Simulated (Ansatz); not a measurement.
Consider the substitution at a C–P bond: `CC(C)(C)P` + `BN[SiH2][SiH3]` → `BN([SiH2][SiH3])C(C)(C)C` + PH₃.

Computed with Ansatz on PBE0-D4/def2-TZVP structures; ΔE is electronic, products minus reactants. CBS: MP2 limit from def2 TZ/QZ plus the TZ coupled-cluster correction, frozen cores. This one scheme is used for every species. DFT in def2-TZVPP. B3LYP here is the variant with VWN-RPA as its local correlation; programs differ in this. One conformer a species, not always the lowest.

**Question.** Is it downhill or uphill in electronic energy at CCSD(T)/CBS, and by how much? (Estimate.)

**Answer.** Ansatz gave: Uphill: ΔE = +32.9 kJ/mol.

**Question.** What do these levels give: B97M-V, BHLYP-D4, CAM-B3LYP-D4, PBE0, B3LYP, CCSD/CBS(def2)? (An estimate is asked.)

**Answer.** Computed: B97M-V 33.0, BHLYP-D4 34.1, CAM-B3LYP-D4 31.4, PBE0 42.8, B3LYP 48.2, CCSD/CBS(def2) 36.7 kJ/mol.

Largest T1 diagnostic among the species: 0.013.

In def2-TZVPP, CCSD(T) changes the Hartree–Fock value by −26.2 kJ/mol (the triples alone add −3.8 kJ/mol) and MP2 by −22.1 kJ/mol. The D4 term adds −16.0 kJ/mol with B3LYP and −10.0 kJ/mol with PBE0; it sums over pairs of atoms, weighted by their polarisabilities, and B3LYP, whose exchange is more repulsive, gets the larger term.
